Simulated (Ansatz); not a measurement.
Gas-phase electronic energies from Ansatz, PBE0-D4/def2-TZVP geometries. CCSD(T)/CBS adds triple-zeta CCSD(T) − MP2 to the extrapolated MP2 energy (def2 sets, frozen cores). This one scheme is used for every species. DFT in def2-TZVPP. B3LYP here is the variant with VWN-RPA as its local correlation; programs differ in this. One conformer a species, not always the lowest.

`B[Si](C)(F)Cl` + `O[SiH](O)F` → `BO[SiH](O)F` + `C[SiH](F)Cl`  (cleavage of the B–Si bond)

`B[Si](C)(F)Cl`:

Z-matrix (Å, degrees):
```
Si
C 1 1.849
F 1 1.600 2 107.6
B 1 1.997 2 120.2 3 -131.1
Cl 1 2.070 2 109.4 3 116.2
H 2 1.093 1 110.5 3 63.2
H 2 1.092 1 110.4 3 -176.8
H 2 1.092 1 110.4 3 -56.7
H 4 1.195 1 120.2 2 -33.4
H 4 1.194 1 121.2 2 152.4
```

`O[SiH](O)F`:

Cartesian coordinates in Å:
```
O 0.412 1.103 -0.680
Si 0.159 -0.164 0.314
O -1.436 -0.403 0.454
F 0.893 -1.431 -0.316
H 1.261 1.180 -1.116
H 0.698 0.014 1.669
H -1.987 -0.299 -0.324
```

`BO[SiH](O)F`:

```xyz
9

B    -1.410    0.931   -0.844
O    -0.579   -0.118   -0.661
Si    0.471   -0.515    0.523
O     1.935   -0.552   -0.170
F     0.079   -1.956    1.057
H    -2.077    0.950   -1.838
H    -1.464    1.806   -0.022
H     0.380    0.416    1.660
H     2.666   -0.961    0.294
```

`C[SiH](F)Cl`:

Z-matrix (Å, degrees):
```
C
Si 1 1.843
H 1 1.093 2 110.3
H 1 1.092 2 110.4 3 119.9
H 1 1.092 2 110.5 3 -120.1
F 2 1.594 1 109.4 3 60.6
Cl 2 2.046 1 110.3 3 178.7
H 2 1.477 1 114.2 3 -59.8
```

| level | ΔE (kcal/mol) | difference from CCSD(T)/CBS |
| --- | --- | --- |
| PBE-D4 | -34.4 | 2.8 |
| r2SCAN-D4 | -36.9 | 0.3 |
| PBE0-D4 | -35.3 | 1.9 |
| B3LYP-D4 | -37.6 | -0.4 |
| ωB97X-V | -36.8 | 0.4 |
| ωB97M-V | -37.9 | -0.7 |
| B2PLYP | -38.6 | -1.4 |
| PBE | -34.7 | 2.5 |
| r2SCAN | -36.9 | 0.3 |
| PBE0 | -35.6 | 1.6 |
| B3LYP | -38.2 | -1.0 |
| HF/def2-TZVPP | -40.7 | -3.5 |
| MP2/def2-TZVPP | -38.6 | -1.4 |
| SCS-MP2/def2-TZVPP | -39.0 | -1.8 |
| CCSD/def2-TZVPP | -37.7 | -0.5 |
| CCSD(T)/def2-TZVPP | -37.5 | -0.3 |
| HF/def2-QZVPP | -41.3 | -4.1 |
| MP2/def2-QZVPP | -38.6 | -1.4 |
| SCS-MP2/def2-QZVPP | -39.0 | -1.8 |
| HF/CBS(def2) | -41.3 | -4.1 |
| MP2/CBS(def2) | -38.3 | -1.1 |
| CCSD/CBS(def2) | -37.4 | -0.2 |
| CCSD(T)/CBS | -37.2 | 0 |

Largest T1 diagnostic among the species: 0.013.

From PBE to PBE0 (25 % exact exchange), in def2-TZVPP and without D4, ΔE moves by −0.9 kcal/mol. In def2-TZVPP, CCSD(T) changes the Hartree–Fock value by +3.3 kcal/mol (the triples alone add +0.2 kcal/mol) and MP2 by +2.1 kcal/mol.
